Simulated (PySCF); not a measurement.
Vertical excitations of a molecule C₃H₉Ga from TDDFT-PBE0/def2-SVPD run with PySCF 2.14.0, as energy in eV (oscillator strength): 4.72 (0.002), 5.29 (0.000), 6.75 (0.000), 6.88 (0.042), 7.11 (0.000), 7.51 (0.236), 7.61 (0.034), 7.94 (0.106), 7.99 (0.171), 8.03 (0.004). Lowest triplet (TDA): 4.38 eV. Geometry: PBE0-D3(BJ)/def2-SVP. One conformer was computed; it need not be the lowest.

Q: Which structure fits?
A. C[CH2][GaH][CH3]
B. [CH3][Ga]([CH3])[CH3]
C. C[CH](C)[GaH2]
D. CC[CH2][GaH2]

A: D, CC[CH2][GaH2]
